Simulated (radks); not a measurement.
All-electron atom: Te in [Kr] 4d10 5p6 (not the ground configuration). All-electron calculation, Dirac Kohn-Sham, PBE, spin-unpolarised, spherical densities, finite nucleus; Fermi nuclear charge, rms radius 4.7423 fm. Program: a radial shooting solver on a logarithmic mesh with Libxc functionals.

Radial electron density D(r) = 4 pi r^2 rho(r):

| r (bohr) | D(r) (e/bohr) |
|---|---|
| 0.001722 | 4.640 |
| 0.001988 | 5.891 |
| 0.002296 | 7.447 |
| 0.002652 | 9.367 |
| 0.003088 | 11.86 |
| 0.003566 | 14.73 |
| 0.004118 | 18.15 |
| 0.004756 | 22.18 |
| 0.005492 | 26.81 |
| 0.006343 | 32.05 |
| 0.007326 | 37.79 |
| 0.00846 | 43.87 |
| 0.00977 | 50.05 |
| 0.01128 | 55.96 |
| 0.01303 | 61.18 |
| 0.01505 | 65.23 |
| 0.01738 | 67.70 |
| 0.02007 | 68.32 |
| 0.02318 | 67.13 |
| 0.02677 | 64.60 |
| 0.03117 | 61.50 |
| 0.03599 | 59.49 |
| 0.04157 | 59.72 |
| 0.04801 | 63.04 |
| 0.05544 | 69.30 |
| 0.06403 | 77.06 |
| 0.07395 | 83.79 |
| 0.0854 | 86.70 |
| 0.09863 | 84.13 |
| 0.1139 | 76.78 |
| 0.1315 | 67.89 |
| 0.1519 | 61.88 |
| 0.1755 | 61.74 |
| 0.2026 | 66.61 |
| 0.234 | 71.69 |
| 0.2703 | 71.07 |
| 0.3146 | 61.21 |
| 0.3634 | 46.06 |
| 0.4196 | 31.83 |
| 0.4846 | 23.97 |
| 0.5597 | 23.21 |
| 0.6464 | 25.73 |
| 0.7465 | 26.73 |
| 0.8621 | 23.93 |
| 0.9956 | 18.31 |
| 1.15 | 12.31 |
| 1.328 | 7.787 |
| 1.534 | 5.200 |
| 1.771 | 4.030 |
| 2.045 | 3.484 |
| 2.362 | 2.990 |
| 2.728 | 2.348 |
| 3.176 | 1.586 |
| 3.668 | 0.9446 |
| 4.236 | 0.4849 |
| 4.892 | 0.2137 |
| 5.65 | 0.07978 |
| 6.525 | 0.02460 |
| 7.535 | 0.006076 |
| 8.703 | 0.001169 |

D(r) has 4 maxima, at r = 0.0196, 0.0861, 0.249, 0.723 bohr, and minima at 0.0384, 0.163, 0.529 bohr, inside which lie 2.03, 11.17, 28.98 electrons.
